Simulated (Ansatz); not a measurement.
Relaxation of Cl$_{2}$GaH$_{2}$ (5 atoms, charge 0, multiplicity 2), to a largest force component of 0.03 eV/Å in at most 50 steps.

The calculation used UKS PBE/def2-SVP (Ansatz).

```xyz
5
Properties=species:S:1:pos:R:3
Ga 0.000 0.000 -0.069
H 0.000 0.000 1.503
Cl 1.824 0.000 -1.218
Cl -1.824 0.000 -1.218
H 0.000 0.000 3.362
```

Problem. Where does it end, and by what steps?

Solution. The run converged. The force dipped under the threshold on the way, but the program's further checks kept it going. After 13 steps the energy has fallen by 1.178 eV; H2 moved furthest, 1.14 Å. Parted: Ga1–H2 (1.57 → 3.14 Å). Joined: H2–H5 (1.86 → 0.77 Å).

```
step  energy less start (eV)  largest force component (eV/Å)  accepted
   0                  0.0000                           0.065       yes
   1                 -0.0004                           0.046       yes
   2                 -0.0324                           0.328       yes
   3                 -0.2134                           1.230       yes
   4                 -0.6603                           2.057       yes
   5                 -0.0284                          11.376        no
   6                 -0.9027                           1.124       yes
   7                 -1.0172                           0.933       yes
   8                 -1.0955                           1.335       yes
   9                 -1.1617                           0.146       yes
  10                 -1.1718                           0.040       yes
  11                 -1.1744                           0.073       yes
  12                 -1.1776                           0.028       yes
  13                 -1.1782                           0.019       yes
```

```xyz
5
Properties=species:S:1:pos:R:3
Ga 0.000 0.000 -0.498
H 0.000 0.000 2.644
Cl 1.898 0.000 -1.600
Cl -1.898 0.000 -1.600
H 0.000 0.000 3.414
```

Whether the end is a true minimum wasn't checked by a vibrational analysis.

Time of the run: 25 s on 2 threads of Arm Neoverse V1, on a shared host, peak memory 0.18 GiB.
